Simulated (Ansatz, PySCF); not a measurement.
Noncovalent pair: HCl (SMILES Cl) (first 2 atoms) with CH3F (SMILES CF); geometry from B3LYP-D3(BJ)/def2-TZVP, rigid monomers moved along the line of their centres of mass till H2···F4 is 2.71 Å.
(charge 0, multiplicity 1):
```xyz
7

Cl     0.1652     0.0521    -0.1361
H      0.2154     0.5086     1.0704
C     -0.5728    -0.5457     4.2968
F     -0.0334     0.6344     3.7647
H      0.1436    -0.9551     5.0075
H     -1.5098    -0.2966     4.7927
H     -0.7447    -1.2437     3.4783
```

Monomers are frozen at their geometry in the pair; levels with a basis set take the counterpoise correction.

Frozen-core correlation. CBS: X⁻³ extrapolation of the correlation energy, Hartree–Fock from the larger set.

Run with Ansatz (Gaussian basis) for Hartree–Fock, density functionals and correlated methods; PySCF for the dispersion terms. Each number belongs to the level named beside it.

PBE/def2-TZVPPD gives -82.9 meV for the interaction energy.

Task: Where do these levels fall relative to PBE: PBE-D3(BJ)/def2-TZVPPD, r2SCAN/def2-TZVPPD, PBE0/def2-TZVPPD, wB97M-V/def2-TZVPPD, MP2/CBS(aug-cc-pV(D+d)Z, aug-cc-pV(T+d)Z), CCSD(T)/CBS(aug-cc-pV(D+d)Z, aug-cc-pV(T+d)Z).

Result: PBE-D3(BJ)/def2-TZVPPD -16.2; r2SCAN/def2-TZVPPD -3.8; PBE0/def2-TZVPPD 0.3; wB97M-V/def2-TZVPPD -9.3; MP2/CBS(aug-cc-pV(D+d)Z, aug-cc-pV(T+d)Z) -15.4; CCSD(T)/CBS(aug-cc-pV(D+d)Z, aug-cc-pV(T+d)Z) -13.7 meV. 1 of 6 lie above PBE; the widest gap is to PBE-D3(BJ)/def2-TZVPPD.

Ansatz is a quantum-chemistry and plane-wave program.
